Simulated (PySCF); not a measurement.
## An isoelectronic set: 41 electrons

r²SCAN in PySCF with def2-TZVPPD on every atom, for the lowest determinant that a PBE0 search found; no spin–orbit coupling. All have 41 electrons, 11 of them in the valence shells, and the same state, a doublet (π ↑). For ions De leads to the atom and ion picked by measured ionisation energies and electron affinities.

```tsv
species	difference of nuclear charges	Re (Å)	ωe (cm⁻¹)	k (mdyn/Å)	De (eV)	dissociates to
BBr⁻	30	2.121	389	0.860	1.49	B + Br⁻
GeF	23	1.756	663	3.92	5.40	Ge + F
AsO	25	1.624	1004	7.82	5.01	As + O
CBr	29	1.825	725	3.23	3.78	C + Br
AsF⁺	24	1.665	827	6.10	4.89	As⁺ + F
```

(1) Which member of the whole set has the stiffest bond, and how does it compare with the softest?

Spin–orbit coupling is left out. For an ion De counts to the pair picked by the measured ionisation energies or electron affinities, which need not be the lowest pair at this level. The highest Kohn–Sham level is positive in this anion. Much of that is self-interaction error, but it also means that the finite basis helps to hold the extra electron. States were picked by a PBE0 search and need not be the measured ground states.

Results:

(1) AsO with k = 7.82 mdyn/Å, 9.1 times that of BBr⁻.
